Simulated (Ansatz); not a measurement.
Geometry optimisation, RKS revPBE/def2-SVP (Ansatz 0.2.0).

The input (input.yaml):

```yaml
crystal:
  periodic: [false, false, false]
  atoms:
    - { symbol: O, position_ang: [-0.1529, 0.0912, 1.8993] }
    - { symbol: C, position_ang: [0.5836, -0.2929, 0.8074] }
    - { symbol: Te, position_ang: [1.4068, -2.2212, 1.2201] }
    - { symbol: C, position_ang: [-0.1559, -0.3359, -0.4901] }
    - { symbol: Si, position_ang: [-0.8585, 1.3423, -0.9993] }
    - { symbol: H, position_ang: [-0.8642, -0.5662, 2.0584] }
    - { symbol: H, position_ang: [1.4596, 0.4216, 0.6856] }
    - { symbol: H, position_ang: [2.3999, -2.1421, -0.2423] }
    - { symbol: H, position_ang: [-1.0914, -1.0146, -0.3213] }
    - { symbol: H, position_ang: [0.4098, -0.7271, -1.2878] }
    - { symbol: H, position_ang: [-1.6202, 1.2418, -2.2207] }
    - { symbol: H, position_ang: [0.2978, 2.269, -1.1483] }
    - { symbol: H, position_ang: [-1.7941, 1.8994, 0.054] }
basis:
  gaussian: { orbitals: def2-SVP }
hamiltonian:
  xc: revpbe
relax:
  f_tol: 0.02
  max_steps: 50
output:
  orbitals: {}
```

Launched with:

```bash
$ ansatz run input.yaml --threads 2 --pin off --max-ram 3072MiB --backend cpu --events-out ev --progress --plain --runs-dir out
```

Q: Where does it end, and by what steps?

A: It converged. The force dipped under the threshold on the way, but the program's further checks kept it going. After 17 steps the energy has fallen by 0.564 eV; H8 moved furthest, 1.15 Å.

| step | energy less start (eV) | largest force component (eV/Å) | accepted |
| --- | --- | --- | --- |
| 0 | 0.0000 | 3.369 | yes |
| 1 | -0.4277 | 0.994 | yes |
| 2 | -0.5042 | 0.294 | yes |
| 3 | -0.5247 | 0.241 | yes |
| 4 | -0.5289 | 0.473 | yes |
| 5 | -0.5282 | 0.323 | no |
| 6 | -0.5431 | 0.042 | yes |
| 7 | -0.5485 | 0.025 | yes |
| 8 | -0.5545 | 0.126 | yes |
| 9 | -0.5562 | 0.297 | yes |
| 10 | -0.5052 | 1.070 | no |
| 11 | -0.5616 | 0.064 | yes |
| 12 | -0.5576 | 0.210 | no |
| 13 | -0.5630 | 0.013 | yes |
| 14 | -0.5636 | 0.021 | yes |
| 15 | -0.5638 | 0.025 | yes |
| 16 | -0.5638 | 0.065 | no |
| 17 | -0.5640 | 0.008 | yes |

```xyz
13
Properties=species:S:1:pos:R:3
O 0.007 0.273 1.880
C 0.753 -0.191 0.787
Te 1.713 -2.195 1.351
C -0.024 -0.275 -0.529
Si -0.985 1.345 -0.931
H -0.759 -0.326 1.993
H 1.620 0.491 0.696
H 1.519 -2.877 -0.177
H -0.758 -1.111 -0.511
H 0.671 -0.488 -1.368
H -1.441 1.283 -2.366
H -0.094 2.544 -0.753
H -2.202 1.494 -0.058
```

Run time: 41 s on 2 threads of Intel(R) Xeon(R) Platinum 8488C (Sapphire Rapids), on a shared host, peak memory 0.19 GiB.
